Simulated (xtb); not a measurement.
C₃H₉NSe, SMILES CC(C)[Se]N. All values are semi-empirical tight-binding results from xtb (GFN2-xTB unless named), good for trends rather than for accurate numbers. The structure is a stationary point at GFN2-xTB. One conformer was computed; it need not be the lowest.

* **orbital gap**: 4.06 eV
* **zero-point energy**: 73.2 kcal/mol
* **G − E(el) at 298.15 K (modified RRHO)**: 52.9 kcal/mol
* **static polarisability (D4 model)**: 75.4 bohr³
* **solvation energy, GFN2-xTB/ALPB(water)**: -3.7 kcal/mol
* **solvation energy, GFN2-xTB/ALPB(thf)**: -6.6 kcal/mol
